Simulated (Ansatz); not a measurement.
C2H6BFSi can be A, `B[SiH](F)C=C`, or B, `CC1[SiH2]B1F`.

Isolated molecules relaxed with PBE0-D4/def2-TZVP in Ansatz; ΔE leaves out vibrations. CCSD(T)/CBS adds triple-zeta CCSD(T) − MP2 to the extrapolated MP2 energy (def2 sets, frozen cores). Functionals use def2-TZVPP. B3LYP here is the variant with VWN-RPA as its local correlation; programs differ in this. Each species was taken in one conformer, which may not be the lowest.

Task: Which isomer does CCSD(T)/CBS put lower? Give the gap. (Estimate.)

Result: The calculation gave: A, by 9.9 kcal/mol.

Task: Give E(B) − E(A) in kcal/mol with r2SCAN-D4, MP2/def2-TZVPP, CCSD(T)/def2-TZVPP, B3LYP-D4, PBE0-D4, PBE-D4, CCSD/def2-TZVPP. (An estimate is asked.)

Result: The calculation gave: r2SCAN-D4 4.3, MP2/def2-TZVPP 7.1, CCSD(T)/def2-TZVPP 9.2, B3LYP-D4 9.5, PBE0-D4 2.1, PBE-D4 0.1, CCSD/def2-TZVPP 11.0. None reverses the order clearly.

Largest T1 diagnostic: 0.013.

In def2-TZVPP, CCSD(T) changes the Hartree–Fock value by −12.5 kcal/mol (the triples alone add −1.8 kcal/mol) and MP2 by −14.5 kcal/mol. From PBE to PBE0 (25 % exact exchange), in def2-TZVPP and without D4, E(B) − E(A) moves by +2.0 kcal/mol.
